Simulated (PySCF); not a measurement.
**Working out the ionisation energy of C⁺**

C⁺ [He] 2s2 2p1 (2P) → C²⁺ [He] 2s2 (1S). Computed with PySCF 2.14 in def2-TZVP (5s3p2d1f, 31 functions), with the non-relativistic Hamiltonian (point nucleus). Frozen: 1s2. Energies in hartree (1 hartree = 27.21139 eV):

```
            part  C⁺ (lower)  C²⁺ (upper)
             UHF  -37.295541   -36.407297
CCSD correlation   -0.073893    -0.072687
             (T)   -0.001137     0.000000
```

Task: What does Hartree-Fock give?

Result: (-36.407297) − (-37.295541) = 0.888244 hartree = 24.170 eV.

Task: What do CCSD and CCSD(T) give?

Result: The CCSD correlation energies differ by 0.001206 hartree = 0.033 eV and the triples by 0.001137 hartree = 0.031 eV, so CCSD gives 24.203 eV and CCSD(T) 24.234 eV.

Measured between the centres of the two terms (NIST): 24.378 eV, so CCSD(T) (valence) is off by -0.144 eV.

The coupled-cluster amplitudes are large, so a single reference is strained.

What remains against the reference includes basis incompleteness, the frozen core and higher excitations.
